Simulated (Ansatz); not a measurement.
C₄H₆F₂O (`F[C@H]1COC[C@@H]1F`). Charge 0, multiplicity 1.

```xyz
13

F    -0.499   -1.925    0.106
C    -0.248   -0.717    0.733
C     1.193   -0.307    0.539
O     1.262    0.354   -0.713
C    -0.046    0.630   -1.186
C    -0.987    0.369   -0.035
F    -1.075    1.482    0.783
H    -0.561   -0.792    1.775
H     1.498    0.374    1.342
H     1.854   -1.177    0.535
H    -0.107    1.669   -1.520
H    -0.289   -0.033   -2.025
H    -1.995    0.073   -0.332
```

Problem. What are the harmonic wavenumbers in cm⁻¹ at PBE0-D4/def2-TZVP (Ansatz, finite differences of forces, unscaled)? (Estimate.)

Solution. Ansatz gave: 77, 139, 238, 359, 406, 486, 765, 827, 875, 883, 950, 991, 993, 1078, 1115, 1133, 1160, 1233, 1235, 1295, 1305, 1343, 1372, 1379, 1416, 1488, 1499, 3038, 3044, 3107, 3108, 3119, 3126.

Problem. Is this a minimum?

Solution. Yes, all 33 modes are real.

Problem. Give the ideal-gas thermochemistry at 298.15 K and 1 bar (rigid rotor, harmonic oscillator; point group C2, symmetry number 2).

Solution. Zero-point energy 266.7 kJ/mol; H(298) − E = 285.5 kJ/mol; entropy 328.9 J/(mol·K), of which translation 167.3, rotation 107.8, vibration 53.8; G(298) − E = 187.5 kJ/mol. Modes under 100 cm⁻¹ are hindered rotations or soft bends, so the harmonic entropy is rough.
